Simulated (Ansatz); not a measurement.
`C#C[SiH]F` radical, relaxed with UKS PBE-D4/def2-SVP in Ansatz 0.2.0 from a rough embedded geometry. The force threshold is 0.03 eV/Å; the program also tests the step.

The species carries charge 0 and has multiplicity 2.

Start:

```xyz
6

C     1.395    0.542    0.910
C     0.488    0.248    0.176
Si   -0.927   -0.129   -0.966
F    -2.276    0.194   -0.278
H     2.215    0.682    1.606
H    -0.894   -1.537   -1.448
```

(1) By how much does the energy fall, and how many steps does the optimiser take? (Estimate.)

(2) Which bonds change most? (An estimate is asked.)

(3) Give the relaxed structure. (Best estimate.)

Results:

(1) The calculation gave: 23.35 kJ/mol, in 5 steps.

(2) Computed: Si3–F4 from 1.549 to 1.643 Å; C2–Si3 from 1.857 to 1.819 Å; C1–C2 from 1.203 to 1.233 Å; Si3–H6 from 1.488 to 1.505 Å.

(3) The calculation gave: 
```xyz
6

C     1.411    0.491    0.932
C     0.452    0.193    0.216
Si   -0.888   -0.102   -0.978
F    -2.347    0.205   -0.289
H     2.248    0.743    1.571
H    -0.876   -1.531   -1.453
```
